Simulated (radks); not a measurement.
Values are calculated unless marked as measured or tabulated.
All-electron atom: the mercury ion Hg2+ in [Xe] 4f14 5d10 (the NIST ground configuration). Level of theory: Dirac Kohn-Sham, XLYP, spin-unpolarised, spherical densities, finite nucleus; Fermi nuclear charge, rms radius 5.4648 fm (a radial shooting solver on a logarithmic mesh with Libxc functionals).

Unscreened Slater integrals over Kohn-Sham orbitals (hartree). Large and small components are both included. Empty in this configuration: 6s1/2.

integral,value
"F0(5d5/2,5d5/2)",0.61591
"F2(5d5/2,5d5/2)",0.31732
"F4(5d5/2,5d5/2)",0.20955
"F0(5d5/2,5d3/2)",0.62740
"F2(5d5/2,5d3/2)",0.32322
"G2(5d5/2,5d3/2)",0.32274
"G4(5d5/2,5d3/2)",0.21333
"F0(5d5/2,5p3/2)",0.70231
"F2(5d5/2,5p3/2)",0.34743
"G1(5d5/2,5p3/2)",0.42123
"G3(5d5/2,5p3/2)",0.26027
"F0(5d5/2,5p1/2)",0.72229
"G3(5d5/2,5p1/2)",0.23699
"F0(5d5/2,6s1/2)",0.44064
"G2(5d5/2,6s1/2)",0.10881
"F0(5d3/2,5d3/2)",0.63963
"F2(5d3/2,5d3/2)",0.33015
"F0(5d3/2,5p3/2)",0.71995
"F2(5d3/2,5p3/2)",0.36186
"G1(5d3/2,5p3/2)",0.44630
"G3(5d3/2,5p3/2)",0.27589
"F0(5d3/2,5p1/2)",0.74184
"G1(5d3/2,5p1/2)",0.41217
"F0(5d3/2,6s1/2)",0.44405
"G2(5d3/2,6s1/2)",0.099780
"F0(5p3/2,5p3/2)",0.84218
"F2(5p3/2,5p3/2)",0.45311
"F0(5p3/2,5p1/2)",0.88002
"G2(5p3/2,5p1/2)",0.45995
"F0(5p3/2,6s1/2)",0.46377
"G1(5p3/2,6s1/2)",0.038257
"F0(5p1/2,5p1/2)",0.92548
"F0(5p1/2,6s1/2)",0.46863
"G1(5p1/2,6s1/2)",0.029238
"F0(6s1/2,6s1/2)",0.37576
